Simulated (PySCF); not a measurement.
**B3H12N3O**

B3H12N3O is a molecule, neutral, singlet. The structure, one conformer, was relaxed in the gas phase by PBE0-D3(BJ)/def2-SVP. No frequency run checks that it is a minimum.

SMILES: O[BH-]1[NH2+][BH2-][NH2+][BH2-][NH2+]1

```
atom   x (Å)   y (Å)   z (Å)
  N1  -0.428  -1.171  -0.737
  B2  -1.054   0.212  -1.164
  N3  -1.160   1.104   0.137
  B4   0.159   1.283   0.991
  N5   0.721  -0.159   1.297
  B6   0.972  -1.129   0.045
  O7   1.999  -0.631  -0.783
  H8  -0.228  -1.690  -1.594
  H9  -1.106  -1.753  -0.241
 H10  -0.294   0.768  -1.943
 H11  -2.170   0.042  -1.642
 H12  -1.937   0.797   0.726
 H13  -1.436   2.037  -0.172
 H14  -0.103   1.864   2.039
 H15   0.971   1.891   0.311
 H16   1.645  -0.037   1.717
 H17   0.174  -0.629   2.020
 H18   1.216  -2.257   0.468
 H19   1.789   0.252  -1.107
```

Shieldings: GIAO PBE0/pcSseg-1. Shifts are against computed references at the same level: H TMS (σ 31.27 ppm). Core levels by delta-SCF with SCAN, pcX-2 on the ionised atom and pcseg-1 elsewhere, spin-free X2C; from the vacuum level, for chosen atoms.

Question: Give the NMR and core-level values of the distinct atoms.

Answer: 
| atoms | bonded to | σ (ppm) | δ (ppm) | core level (eV) |
| --- | --- | --- | --- | --- |
| N1 N5 | 2 B + 2 H | 206.4 | - | 1s 406.20 |
| B2 B4 | 2 N + 2 H | 119.3 | - | 1s 195.05 |
| N3 | 2 B + 2 H | 218.7 | - | 1s 406.41 |
| B6 | 2 N + 1 O + 1 H | 108.6 | - | 1s 196.01 |
| O7 | 1 B + 1 H | 290.5 | - | 1s 537.46 |
| H8 H16 | 1 N | 29.67 | 1.59 | - |
| H9 H17 | 1 N | 29.92 | 1.35 | - |
| H10 H15 | 1 B | 28.64 | 2.63 | - |
| H11 H14 | 1 B | 28.75 | 2.51 | - |
| H12 | 1 N | 29.87 | 1.40 | - |
| H13 | 1 N | 29.70 | 1.57 | - |
| H18 | 1 B | 28.11 | 3.16 | - |
| H19 | 1 O | 29.68 | 1.59 | - |

Values are those of this one static structure; atoms that internal rotation interchanges would show their mean in an NMR spectrum.

Question: By CAM-B3LYP/def2-SVPD (TDDFT singlets, Tamm-Dancoff triplets, ionisation by delta-SCF), where does absorption start, and what does vertical ionisation take?

Answer: The lowest singlet lies at 6.82 eV (f 0.002), the strongest of the first 6 at 7.45 eV (f 0.047), the lowest triplet at 6.68 eV; vertical ionisation takes 10.05 eV.
